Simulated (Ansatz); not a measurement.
Ansatz (an electronic-structure program) input (B3LYP-D3(BJ)/def2-TZVP):

Ansatz 0.2 input:
```yaml
crystal:
  periodic: [false, false, false]
  atoms:
    - {symbol: C, position_ang: [-0.18831505, -0.05921101, 0.02063407]}
    - {symbol: Te, position_ang: [1.92834189, 0.04702926, -0.03403614]}
    - {symbol: H, position_ang: [-0.57490235, -0.78887124, -0.70975348]}
    - {symbol: H, position_ang: [-0.56805651, -0.18570146, 1.04624479]}
    - {symbol: H, position_ang: [-0.49066353, 0.94850440, -0.33945757]}
basis:
  gaussian:
    orbitals: def2-TZVP
hamiltonian:
  xc: b3lyp
  dispersion: d3bj
total_charge: 1
relax: {f_tol: 0.002, max_steps: 150}
```

Output:

```
Functional definition: B3LYP
integrals: 0.02 GiB planned
735 factors; their error is unknown
mean field: 0.26 GiB planned
mean field evaluation 1: about -8355.8789 eV, gradient 8.3e1 eV
mean field evaluation 2: about -8292.6470 eV, gradient 1.3e2 eV
mean field evaluation 4: about -8371.7152 eV, gradient 1.2e1 eV
mean field evaluation 8: about -8372.0474 eV, gradient 8.3e-2 eV
mean field evaluation 16: about -8372.1298 eV, gradient 1.2e-2 eV
mean field evaluation 32: about -8372.1297 eV, gradient 6.6e-5 eV
mean field -8372.12971632 eV, -307.6700922414 hartree, gradient 3.8e-6 eV, S^2 0.000000; 3 other end points of the search recorded, 0 dependent functions left out
the calculation of the forces begins
reference -8372.12991546 eV, -307.6700995595 hartree; 16, 16 occupied and 83, 83 virtual orbitals, 735 factors
relax step   1: F+E_penalty+E_count = -8372.27409022 eV  Δ(F+E_penalty+E_count) = +0.000e0 eV  max|allowed force component| = 4.505e-1 eV/Å  Δτ_max = 0.0000 Å  (116 SCF iters, accepted)
these checks for a lower state are left out or cut short: starts, cluster_reference, orbital_swaps, neighbouring_geometries, increment
integrals: 0.02 GiB planned
735 factors; their error is unknown
mean field: 0.26 GiB planned
mean field evaluation 64: about -8372.0607 eV, gradient 3.0e-2 eV
mean field -8372.14339371 eV, -307.6705948760 hartree, gradient 8.5e-6 eV, S^2 0.000000; 0 other end points of the search recorded, 0 dependent functions left out
the calculation of the forces begins
reference -8372.14359186 eV, -307.6706021582 hartree; 16, 16 occupied and 83, 83 virtual orbitals, 735 factors
relax step   2: F+E_penalty+E_count = -8372.28871764 eV  Δ(F+E_penalty+E_count) = -1.463e-2 eV  max|allowed force component| = 2.601e-1 eV/Å  Δτ_max = 0.0440 Å  (64 SCF iters, accepted)
these checks for a lower state are left out or cut short: starts, cluster_reference, orbital_swaps, neighbouring_geometries, increment
integrals: 0.02 GiB planned
735 factors; their error is unknown
mean field: 0.26 GiB planned
mean field evaluation 96: about -8372.1460 eV, gradient 1.0e-5 eV
mean field -8372.14602535 eV, -307.6706915871 hartree, gradient 1.0e-5 eV, S^2 0.000000; 0 other end points of the search recorded, 0 dependent functions left out
the calculation of the forces begins
reference -8372.14622333 eV, -307.6706988630 hartree; 16, 16 occupied and 83, 83 virtual orbitals, 735 factors
relax step   3: F+E_penalty+E_count = -8372.29119971 eV  Δ(F+E_penalty+E_count) = -2.482e-3 eV  max|allowed force component| = 8.604e-2 eV/Å  Δτ_max = 0.0112 Å  (60 SCF iters, accepted)
these checks for a lower state are left out or cut short: starts, cluster_reference, orbital_swaps, neighbouring_geometries, increment
integrals: 0.02 GiB planned
735 factors; their error is unknown
mean field: 0.26 GiB planned
mean field -8372.14616124 eV, -307.6706965811 hartree, gradient 1.3e-6 eV, S^2 0.000000; 0 other end points of the search recorded, 0 dependent functions left out
the calculation of the forces begins
reference -8372.14635920 eV, -307.6707038560 hartree; 16, 16 occupied and 83, 83 virtual orbitals, 735 factors
relax step   4: F+E_penalty+E_count = -8372.29133577 eV  Δ(F+E_penalty+E_count) = -1.361e-4 eV  max|allowed force component| = 2.799e-2 eV/Å  Δτ_max = 0.0019 Å  (79 SCF iters, accepted)
these checks for a lower state are left out or cut short: starts, cluster_reference, orbital_swaps, neighbouring_geometries, increment
integrals: 0.02 GiB planned
735 factors; their error is unknown
mean field: 0.26 GiB planned
mean field evaluation 128: about -8372.1462 eV, gradient 2.3e-5 eV
mean field -8372.14621050 eV, -307.6706983914 hartree, gradient 9.7e-6 eV, S^2 0.000000; 0 other end points of the search recorded, 0 dependent functions left out
the calculation of the forces begins
reference -8372.14640843 eV, -307.6707056650 hartree; 16, 16 occupied and 83, 83 virtual orbitals, 735 factors
relax step   5: F+E_penalty+E_count = -8372.29139285 eV  Δ(F+E_penalty+E_count) = -5.708e-5 eV  max|allowed force component| = 1.106e-2 eV/Å  Δτ_max = 0.0021 Å  (58 SCF iters, accepted)
these checks for a lower state are left out or cut short: starts, cluster_reference, orbital_swaps, neighbouring_geometries, increment
integrals: 0.02 GiB planned
735 factors; their error is unknown
mean field: 0.26 GiB planned
mean field -8372.14621550 eV, -307.6706985750 hartree, gradient 1.2e-5 eV, S^2 0.000000; 0 other end points of the search recorded, 0 dependent functions left out
the calculation of the forces begins
reference -8372.14641342 eV, -307.6707058485 hartree; 16, 16 occupied and 83, 83 virtual orbitals, 735 factors
relax step   6: F+E_penalty+E_count = -8372.29139966 eV  Δ(F+E_penalty+E_count) = -6.817e-6 eV  max|allowed force component| = 7.510e-3 eV/Å  Δτ_max = 0.0008 Å  (54 SCF iters, accepted)
these checks for a lower state are left out or cut short: starts, cluster_reference, orbital_swaps, neighbouring_geometries, increment
integrals: 0.02 GiB planned
735 factors; their error is unknown
mean field: 0.26 GiB planned
mean field evaluation 160: about -8372.1462 eV, gradient 1.2e-5 eV
mean field -8372.14620324 eV, -307.6706981245 hartree, gradient 1.2e-5 eV, S^2 0.000000; 0 other end points of the search recorded, 0 dependent functions left out
the calculation of the forces begins
reference -8372.14640118 eV, -307.6707053988 hartree; 16, 16 occupied and 83, 83 virtual orbitals, 735 factors
relax step   7: F+E_penalty+E_count = -8372.29138425 eV  Δ(F+E_penalty+E_count) = +1.541e-5 eV  max|allowed force component| = 1.849e-2 eV/Å  Δτ_max = 0.0018 Å  (55 SCF iters, rejected (line search))
these checks for a lower state are left out or cut short: starts, cluster_reference, orbital_swaps, neighbouring_geometries, increment
integrals: 0.02 GiB planned
735 factors; their error is unknown
mean field: 0.26 GiB planned
mean field -8372.14621743 eV, -307.6706986460 hartree, gradient 1.3e-5 eV, S^2 0.000000; 0 other end points of the search recorded, 0 dependent functions left out
the calculation of the forces begins
reference -8372.14641535 eV, -307.6707059196 hartree; 16, 16 occupied and 83, 83 virtual orbitals, 735 factors
relax step   8: F+E_penalty+E_count = -8372.29140243 eV  Δ(F+E_penalty+E_count) = -2.770e-6 eV  max|allowed force component| = 1.699e-3 eV/Å  Δτ_max = 0.0006 Å  (54 SCF iters, accepted)
integrals: 0.02 GiB planned
735 factors; their error is unknown
mean field: 0.26 GiB planned
mean field evaluation 192: about -8372.0631 eV, gradient 2.4e-1 eV
mean field evaluation 224: about -8372.0135 eV, gradient 4.9e-1 eV
mean field -8372.14621743 eV, -307.6706986460 hartree, gradient 8.7e-6 eV, S^2 0.000000; 4 other end points of the search recorded, 0 dependent functions left out
the calculation of the forces begins
reference -8372.14641535 eV, -307.6707059196 hartree; 16, 16 occupied and 83, 83 virtual orbitals, 735 factors
Total energy: -8372.29160036 eV, -307.6760413700 hartree
Atom 0 at    -0.189688    -0.079860     0.022942 Å, force    -0.001557     0.000458     0.000369 eV/Å
Atom 1 at     1.892168     0.067843    -0.039618 Å, force     0.001699    -0.000016    -0.000434 eV/Å
Atom 2 at    -0.579628    -0.788412    -0.703471 Å, force     0.000342    -0.000071     0.000314 eV/Å
Atom 3 at    -0.570003    -0.182389     1.036168 Å, force    -0.000553    -0.000380    -0.000183 eV/Å
Atom 4 at    -0.446445     0.944568    -0.332389 Å, force     0.000069     0.000009    -0.000066 eV/Å
Dipole moment:    -0.378280     0.001529     0.001534 e Å
```
